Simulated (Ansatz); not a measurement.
`C=C[SiH2]N[SiH3]` + H₂ → `[SiH3]N[SiH3]` + `C=C` at 700 K and 1 bar (hydrogenolysis of the Si–C bond).

Gas-phase electronic energies from Ansatz, PBE0-D4/def2-TZVP geometries. CCSD(T)/CBS adds triple-zeta CCSD(T) − MP2 to the extrapolated MP2 energy (def2 sets, frozen cores). This one scheme is used for every species. Each species was taken in one conformer, which may not be the lowest.

| species | CCSD(T)/CBS energy (Eh) | H − E (kJ/mol) | S (J/(mol·K)) |
| --- | --- | --- | --- |
| `C=C[SiH2]N[SiH3]` | -714.40667 | 364.3 | 539.7 |
| H₂ | -1.17544 | 46.8 | 155.3 |
| `[SiH3]N[SiH3]` | -637.10515 | 245.6 | 444.2 |
| `C=C` | -78.48111 | 168.9 | 268.4 |

H − E and S are ideal-gas, rigid-rotor, harmonic terms from PBE0-D4/def2-TZVP, for one conformer and one mirror image of each species. The MP2-based limit puts H₂ 0.8 mEh under its directly extrapolated value; such offsets cancel only in part. 1 Eh = 2625.50 kJ/mol, R = 8.31446 J/(mol·K).

Task: By hand: ΔE, ΔH, ΔS and ΔG.

Result: ΔE = (-637.10515) + (-78.48111) − (-714.40667) − (-1.17544) = -0.00415 Eh = -10.9 kJ/mol. Δ(H − E) = 245.6 + 168.9 − 364.3 − 46.8 = 3.4, so ΔH = -7.5 kJ/mol. ΔS = 444.2 + 268.4 − 539.7 − 155.3 = 17.6 J/(mol·K). ΔG = -7.5 − 700 × (17.6)/1000 = -19.8 kJ/mol.

Task: By hand: the equilibrium constant, and the temperature at which ΔG would vanish if ΔH and ΔS stayed fixed.

Result: log₁₀ K = −ΔG/(RT ln 10) = 1.5. ΔH and −TΔS have one sign here, so there is no such temperature.

TΔS isn't small against ΔH here. A doubt of 5 kJ/mol in ΔE shifts log₁₀ K by 0.4 here. Other conformers and mirror images would add mixing entropy, several J/(mol·K) or more a flexible species. Modes under 60 cm⁻¹, often nearly free rotors, make the harmonic entropy too high. These are equilibria of isolated gas molecules and say nothing of rates. Largest T1 diagnostic: 0.011 (customary marks: 0.02 for closed shells, 0.045 for open ones).
